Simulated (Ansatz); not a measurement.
Species: AsH$_{2}$, charge 0, multiplicity 2. 
Geometry from a B3LYP-D3(BJ)/def2-TZVP (Ansatz, an electronic-structure program) optimisation:
```
As
H 1 1.5300
H 1 1.5300 2 90.76
```
Charge 0, spin multiplicity 2.

Basis-set convergence of Hartree-Fock and CCSD(T) correlation energies (hartree) with Ansatz. Cores are frozen in the correlated levels unless marked. Open shells are spin-unrestricted. Spin-orbit coupling is left out. Frozen are the shells of the preceding noble gas and the d and f shells that filled before the atom's block. No relativistic terms.

| basis | functions | E(HF) | E(corr, CCSD(T)) |
|---|---|---|---|
| def2-SVP | 42 | -2235.06242 | -0.12662 |
| def2-TZVPP | 76 | -2235.34236 | -0.15531 |
| def2-QZVPP | 149 | -2235.38805 | -0.16345 |

Extrapolating the two largest sets (X = 3 and 4) as X^-3: E(corr) = (64·(-0.16345) - 27·(-0.15531))/37 = -0.1694 Eh, an estimate of the basis-set limit. The largest set recovers 96.5 % of it, the smallest 74.7 %.
